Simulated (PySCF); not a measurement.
Radial density of Al⁺ (aluminium, charge +1)

BLYP, [Ne] 3s1 3p1, 3s spin antiparallel (an excited configuration). Calculation: PySCF 2.14, in x2c-TZVPPall; scalar relativity by spin-free X2C-1e.

```tsv
r (bohr)	4πr²ρ (e/bohr)	4πr²(ρα − ρβ)
0.00227	0.09504	-0.0002
0.00382	0.2552	-0.0006
0.00643	0.6554	-0.0016
0.0108	1.624	-0.0039
0.0182	3.736	-0.0088
0.0306	7.590	-0.0174
0.0515	12.45	-0.0255
0.0866	14.51	-0.0167
0.146	10.77	0.0215
0.245	8.842	0.0278
0.412	12.56	-0.0349
0.693	8.738	-0.0058
1.17	2.000	-0.0918
1.96	0.9167	-0.1646
3.30	0.4776	0.0871
5.55	0.03933	0.0285
9.33	0.0003905	0.0004
```

Densities and radii are taken from the X2C orbitals without a picture-change correction, which distorts them close to the nucleus.

With the s spin flipped the determinant is a mixture of two multiplicities, not a spectroscopic state.
